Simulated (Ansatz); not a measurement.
Mulliken charges of H5O2SSi2, SMILES `O[SiH](O)S[SiH2]` radical from PBE/def2-TZVPP in Ansatz (PBE0-D4/def2-TZVP geometry).

| atom | x (Å) | y (Å) | z (Å) | charge (e) |
| --- | --- | --- | --- | --- |
| O1 | 1.344 | -1.291 | 0.019 | -0.334 |
| Si2 | 0.730 | 0.082 | -0.603 | 0.559 |
| O3 | 1.956 | 1.089 | -0.997 | -0.331 |
| S4 | -0.505 | 1.149 | 0.787 | -0.282 |
| Si5 | -1.884 | -0.420 | 1.222 | 0.141 |
| H6 | 1.896 | -1.220 | 0.801 | 0.196 |
| H7 | -0.067 | -0.349 | -1.767 | -0.085 |
| H8 | 1.769 | 2.023 | -1.097 | 0.190 |
| H9 | -2.071 | -1.286 | 0.022 | -0.026 |
| H10 | -3.169 | 0.223 | 1.613 | -0.029 |

Question: By hand: the dipole of these point charges (1 e Å = 4.8032 D).

Answer: Σ q r = (0.048, -0.065, -0.012) e Å, of length 0.082 e Å = 0.39 D.

Question: How does the dipole of the full density compare? (Best estimate.)

Answer: The calculation gave: (0.075, 0.181, 0.074) e Å, 1.01 D; the point charges give 0.39 times that, at 122° from its direction, so they point the opposite way.

Point charges leave out the atoms' own dipoles, such as those of lone pairs, and Mulliken's split depends on the basis, so the two needn't agree.
